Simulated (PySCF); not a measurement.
Cost of response and excited-state runs on `CB1COC(=O)[C@@H]([GeH3])C1`, C$_{5}$H$_{11}$BGeO$_{2}$

Geometry:
| atom | x (Å) | y (Å) | z (Å) |
| --- | --- | --- | --- |
| C1 | -2.898 | 0.205 | 0.333 |
| B2 | -1.407 | -0.089 | -0.051 |
| C3 | -1.050 | -1.212 | -1.112 |
| O4 | 0.207 | -1.040 | -1.783 |
| C5 | 1.252 | -0.547 | -1.131 |
| O6 | 2.303 | -0.394 | -1.711 |
| C7 | 1.115 | -0.175 | 0.317 |
| Ge8 | 2.824 | 0.758 | 0.723 |
| C9 | -0.159 | 0.650 | 0.551 |
| H10 | -3.017 | 0.709 | 1.288 |
| H11 | -3.518 | -0.690 | 0.340 |
| H12 | -3.331 | 0.860 | -0.424 |
| H13 | -1.031 | -2.188 | -0.601 |
| H14 | -1.772 | -1.311 | -1.926 |
| H15 | 1.038 | -1.105 | 0.891 |
| H16 | 4.011 | -0.130 | 0.621 |
| H17 | 2.975 | 1.955 | -0.147 |
| H18 | 2.749 | 1.253 | 2.145 |
| H19 | -0.255 | 0.877 | 1.617 |
| H20 | -0.042 | 1.623 | 0.057 |

PySCF with density fitting, on 1 thread of an Arm Neoverse V1, shared host. Command: `OMP_NUM_THREADS=1 python excited_run.py task.json out`

(1) How long does this run take, and how much memory?
- excited states, CAM-B3LYP/def2-SVP; Tamm-Dancoff; spin-orbit couplings; 6 states; 6 triplets; quadratic response for 4 states

Answers

(1) 
```tsv
run	level	basis functions	wall time	peak memory (GiB)
excited states	CAM-B3LYP/def2-SVP	199	69 s	0.97
```
Times from a shared host are rough.
